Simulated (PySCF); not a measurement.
Solvent effects on NMR parameters

Molfile (atoms numbered from 1):
```
C7H15P
     RDKit          3D

 23 22  0  0  0  0  0  0  0  0999 V2000
    2.2719   -0.1801   -0.0408 C   0  0  0  0  0  0  0  0  0  0  0  0
    1.1007   -0.7494    0.2454 C   0  0  0  0  0  0  0  0  0  0  0  0
   -0.4845   -0.3596   -0.5968 P   0  0  0  0  0  5  0  0  0  0  0  0
    0.2135   -0.8500   -2.3334 C   0  0  0  0  0  0  0  0  0  0  0  0
   -0.8811    1.3657   -1.1565 C   0  0  0  0  0  0  0  0  0  0  0  0
   -1.1944    0.1281    1.2000 C   0  0  0  0  0  0  0  0  0  0  0  0
   -1.7515   -1.6886   -0.6280 C   0  0  0  0  0  0  0  0  0  0  0  0
   -2.6927   -1.8185   -1.5635 C   0  0  0  0  0  0  0  0  0  0  0  0
    3.1601   -0.3640    0.5720 H   0  0  0  0  0  0  0  0  0  0  0  0
    2.3986    0.4972   -0.8913 H   0  0  0  0  0  0  0  0  0  0  0  0
    1.0110   -1.4035    1.1202 H   0  0  0  0  0  0  0  0  0  0  0  0
    1.0584   -0.2043   -2.6242 H   0  0  0  0  0  0  0  0  0  0  0  0
   -0.5541   -0.7605   -3.1194 H   0  0  0  0  0  0  0  0  0  0  0  0
    0.5686   -1.8925   -2.3153 H   0  0  0  0  0  0  0  0  0  0  0  0
   -0.3079    2.0650   -0.5306 H   0  0  0  0  0  0  0  0  0  0  0  0
   -1.9490    1.5526   -0.9744 H   0  0  0  0  0  0  0  0  0  0  0  0
   -0.6464    1.5366   -2.2144 H   0  0  0  0  0  0  0  0  0  0  0  0
   -0.6280    0.9770    1.6181 H   0  0  0  0  0  0  0  0  0  0  0  0
   -1.1267   -0.7029    1.9212 H   0  0  0  0  0  0  0  0  0  0  0  0
   -2.2553    0.4201    1.1272 H   0  0  0  0  0  0  0  0  0  0  0  0
   -1.7809   -2.3203    0.2671 H   0  0  0  0  0  0  0  0  0  0  0  0
   -3.4934   -2.5588   -1.4674 H   0  0  0  0  0  0  0  0  0  0  0  0
   -2.7132   -1.1920   -2.4607 H   0  0  0  0  0  0  0  0  0  0  0  0
  1  2  2  0
  2  3  1  0
  3  4  1  0
  3  5  1  0
  3  6  1  0
  3  7  1  0
  7  8  2  0
  1  9  1  0
  1 10  1  0
  2 11  1  0
  4 12  1  0
  4 13  1  0
  4 14  1  0
  5 15  1  0
  5 16  1  0
  5 17  1  0
  6 18  1  0
  6 19  1  0
  6 20  1  0
  7 21  1  0
  8 22  1  0
  8 23  1  0
M  END
```

GIAO PBE0/pcSseg-1 in PySCF 2.14.0 with density-fitted response routines on one PBE0-D3(BJ)/def2-SVP conformer, non-relativistic, equivalent nuclei averaged. Solvents enter as an IEF-PCM continuum (benzene with ε = 2.3, dimethylsulfoxide with ε = 46.8) around the gas-phase geometry. Shifts are referred to TMS computed in the same medium.

Gas phase, δ in ppm: C2/C7 151.1, C1/C8 127.6, C6 33.5, C4 32.0, C5 28.0, H11/H21 6.60, H9/H22 5.91, H10/H23 5.81, H15/H16/H17 1.48, H12/H13/H14 0.48, H18/H19/H20 0.11. Dipole moment 0.25 D.

**Question.** How does each δ change in the continuum?

**Answer.** 
```tsv
atoms	environment	Δδ, benzene	Δδ, dimethylsulfoxide
C2/C7	alkene CH	+0.7	+1.6
C1/C8	terminal =CH2 carbon	+0.9	+2.2
C6	methyl carbon bonded to P	-0.5	-1.1
C4	methyl carbon bonded to P	-0.3	-0.6
C5	methyl carbon bonded to P	+0.4	+1.1
H11/H21	hydrogen on an alkene CH	+0.07	+0.17
H9/H22	hydrogen on a terminal =CH2 carbon	+0.08	+0.18
H10/H23	hydrogen on a terminal =CH2 carbon	+0.08	+0.20
H15/H16/H17	hydrogen on a methyl carbon bonded to P	+0.04	+0.09
H12/H13/H14	hydrogen on a methyl carbon bonded to P	-0.04	-0.08
H18/H19/H20	hydrogen on a methyl carbon bonded to P	-0.05	-0.10
```

Changes are relative to the gas phase. The dipole moment becomes 0.32 D in benzene, 0.44 D in dimethylsulfoxide.

**Question.** Which nuclei move most (in ppm), and what does the model miss?

**Answer.** C1/C8 (terminal =CH2 carbon, +2.2 ppm) in dimethylsulfoxide. A continuum only polarises the solute; specific hydrogen bonds, the anisotropy of aromatic solvents and changes of geometry or conformer are outside it.
